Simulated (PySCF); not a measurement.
PySCF input file for MoO2Br, SMILES [O]=[Mo](=[O])[Br] (connectivity only; charge and spin as stated), neutral, multiplicity 2, C-PCM-B3LYP/def2-SVP. Geometry optimised at B3LYP-D3(BJ)/def2-SVP. A frequency run showed that this geometry is not a minimum. The spin state was assumed, not searched. The def2 effective core potentials stand for the cores of Mo; spin–orbit coupling is left out.

```python
import numpy as np
from pyscf import gto, scf, dft
from pyscf.solvent import pcm

mol = gto.M(
    atom='''
    Mo    0.00000000    0.00000000    0.75723885
    O     0.00000000   -1.40845042    1.68606476
    O     0.00000000    1.40845042    1.68606476
    Br    0.00000000    0.00000000   -1.67945909
    ''',
    basis='def2-SVP',
    ecp={'Mo': 'def2-svp'},
    charge=0,
    spin=1,
    max_memory=1600,
    verbose=3,
)
mf = dft.UKS(mol, xc='b3lyp').density_fit(auxbasis='def2-universal-jkfit')
mf.grids.level = 3
mf.conv_tol = 1e-9
mf.max_cycle = 100
mf.kernel()
fine, coarse = mf.grids, dft.Grids(mol).set(level=1).build(with_non0tab=True)
for _ in range(3):  # follow internal instabilities
    mf.grids = coarse
    mo, _, stable, _ = mf.stability(return_status=True, nroots=4)
    mf.grids = fine
    if stable:
        break
    mf.kernel(mf.make_rdm1(mo, mf.mo_occ))
res = {}
for name, eps in {'water': 78.355, 'dimethylsulfoxide': 46.826, 'tetrahydrofuran': 7.4257}.items():
    s = mf.PCM()
    s.with_solvent.method, s.with_solvent.eps, s.with_solvent.lebedev_order = 'C-PCM', eps, 29
    s.kernel(mf.make_rdm1())
    res[name] = (s.e_tot, eps, s.dip_moment(), s.mo_energy, s.converged)
    print(f'{name}: electrostatic solvation free energy {(s.e_tot - mf.e_tot) * 627.509474:.3f} kcal/mol')
```

Log of the run:

```

WARN: HOMO -0.39843731735944 >= LUMO -0.398437317359442

converged SCF energy = -2792.52038208466  <S^2> = 0.75718242  2S+1 = 2.0071696
<class 'pyscf.df.df_jk.DFUKS'> wavefunction is stable in the internal stability analysis

WARN: PCM is an experimental feature. It is still in testing.
Features and APIs may be changed in the future.

converged SCF energy = -2792.52828655321  <S^2> = 0.75708972  2S+1 = 2.0070772
Dipole moment(X, Y, Z, Debye):  0.00000,  0.00005, -1.89295
water: electrostatic solvation free energy -4.960 kcal/mol

WARN: PCM is an experimental feature. It is still in testing.
Features and APIs may be changed in the future.

converged SCF energy = -2792.52820812311  <S^2> = 0.75709083  2S+1 = 2.0070783
Dipole moment(X, Y, Z, Debye):  0.00000,  0.00005, -1.88883
dimethylsulfoxide: electrostatic solvation free energy -4.911 kcal/mol

WARN: PCM is an experimental feature. It is still in testing.
Features and APIs may be changed in the future.

converged SCF energy = -2792.52719194329  <S^2> = 0.75710488  2S+1 = 2.0070923
Dipole moment(X, Y, Z, Debye):  0.00000,  0.00006, -1.83663
tetrahydrofuran: electrostatic solvation free energy -4.273 kcal/mol
```

The run converged.
